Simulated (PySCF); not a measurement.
Isomers of C4H11NOSi2, mass 145.038 u with the commonest isotopes. Theory: PBE0-D3(BJ)/def2-SVP geometry optimisation, gas phase (PySCF 2.14.0). One conformer each, none proved a minimum here; rigid rotors.

Problem. Order these by dipole moment, largest first.
A. `[CH3:1][C:2](=[O:3])[NH:4][SiH:5]1[CH2:6][SiH2:7][CH2:8]1` with C1–C2–N4–Si5 180°, C2–N4–Si5–C6 168°, N4–Si5–C6–Si7 -95°, Si5–C6–Si7–C8 -17°, C6–Si7–C8–Si5 17°, N4–Si5–C8–Si7 90°
B. `[CH3:1][C:2](=[O:3])[NH:4][CH:5]1[SiH2:6][CH2:7][SiH2:8]1` with C1–C2–N4–C5 -179°, C2–N4–C5–Si6 19°, N4–C5–Si6–C7 155°, C5–Si6–C7–Si8 -24°, Si6–C7–Si8–C5 25°, N4–C5–Si8–C7 -147°
C. `[CH3:1][C@@H:2]1[SiH2:3][C@@H:4]([CH:5]=[O:6])[Si@H:7]1[NH2:8]` with Si3–C4–C5–O6 60°, C4–Si7–N8–H -154° and 57°, C1–C2–Si3–C4 -145°, C2–Si3–C4–C5 -92°, Si3–C4–Si7–N8 -143°, C1–C2–Si7–C4 145°

Solution. B (3.44 D), A (3.06 D), C (1.48 D).

Problem. Order these by radius of gyration √(Σ m r²/M), smallest first.
A. `[CH3:1][C:2](=[O:3])[NH:4][CH:5]1[SiH2:6][CH2:7][SiH2:8]1` with C1–C2–N4–C5 -179°, C2–N4–C5–Si6 19°, N4–C5–Si6–C7 155°, C5–Si6–C7–Si8 -24°, Si6–C7–Si8–C5 25°, N4–C5–Si8–C7 -147°
B. `[CH3:1][C@@H:2]1[SiH2:3][C@@H:4]([CH:5]=[O:6])[Si@H:7]1[NH2:8]` with Si3–C4–C5–O6 60°, C4–Si7–N8–H -154° and 57°, C1–C2–Si3–C4 -145°, C2–Si3–C4–C5 -92°, Si3–C4–Si7–N8 -143°, C1–C2–Si7–C4 145°
C. `[CH3:1][C:2](=[O:3])[NH:4][SiH:5]1[CH2:6][SiH2:7][CH2:8]1` with C1–C2–N4–Si5 180°, C2–N4–Si5–C6 168°, N4–Si5–C6–Si7 -95°, Si5–C6–Si7–C8 -17°, C6–Si7–C8–Si5 17°, N4–Si5–C8–Si7 90°

Solution. B (2.014 Å), A (2.183 Å), C (2.233 Å).

Problem. Order these by rotational constant C, smallest first.
A. `[CH3:1][C:2](=[O:3])[NH:4][CH:5]1[SiH2:6][CH2:7][SiH2:8]1` with C1–C2–N4–C5 -179°, C2–N4–C5–Si6 19°, N4–C5–Si6–C7 155°, C5–Si6–C7–Si8 -24°, Si6–C7–Si8–C5 25°, N4–C5–Si8–C7 -147°
B. `[CH3:1][C@@H:2]1[SiH2:3][C@@H:4]([CH:5]=[O:6])[Si@H:7]1[NH2:8]` with Si3–C4–C5–O6 60°, C4–Si7–N8–H -154° and 57°, C1–C2–Si3–C4 -145°, C2–Si3–C4–C5 -92°, Si3–C4–Si7–N8 -143°, C1–C2–Si7–C4 145°
C. `[CH3:1][C:2](=[O:3])[NH:4][SiH:5]1[CH2:6][SiH2:7][CH2:8]1` with C1–C2–N4–Si5 180°, C2–N4–Si5–C6 168°, N4–Si5–C6–Si7 -95°, Si5–C6–Si7–C8 -17°, C6–Si7–C8–Si5 17°, N4–Si5–C8–Si7 90°

Solution. A (753.3 MHz), C (781.2 MHz), B (969.9 MHz).

| SMILES | point group | Ia (u·Å²) | Ib (u·Å²) | Ic (u·Å²) | κ | μa (D) | μb (D) | μc (D) |
| --- | --- | --- | --- | --- | --- | --- | --- | --- |
| C[C@@H]1[SiH2][C@@H](C=O)[Si@H]1N | C1 | 281.84 | 373.75 | 521.05 | -0.07 | 0.76 | 0.83 | 0.97 |
| CC(=O)N[SiH]1C[SiH2]C1 | C1 | 168.55 | 630.26 | 646.95 | -0.98 | 0.26 | 3.03 | 0.37 |
| CC(=O)NC1[SiH2]C[SiH2]1 | C1 | 169.10 | 542.36 | 670.85 | -0.84 | 1.29 | 3.13 | 0.64 |
